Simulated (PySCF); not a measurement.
# How methods differ on the excitation energy of Be⁺

Be⁺ [He] 2s1 (2S) → Be⁺ [He] 2p1 (2P), as a difference of total energies. Computed with PySCF 2.14 in dyall-acv3z (15s9p4d2f, 76 functions), with the non-relativistic Hamiltonian (point nucleus). Correlated levels: valence and next inner shell: nothing frozen; virtual orbitals above 40 to 60 times the deepest correlated orbital energy dropped. The calculations carry no spin-orbit coupling.

```csv
method,excitation energy (eV)
UHF,3.986
LDA,3.493
PBE,3.444
PBE0,3.586
r2SCAN,3.526
B3LYP,3.517
CAM-B3LYP,3.657
wB97M-V,3.753
PW91,3.450
MP2 (valence and next inner shell),3.983
SCS-MP2 (valence and next inner shell),3.994
```

Errors of the correlated levels include the incompleteness of this basis.

For comparison: 3.959 eV (measured; NIST levels, between the centres of gravity of the two terms).
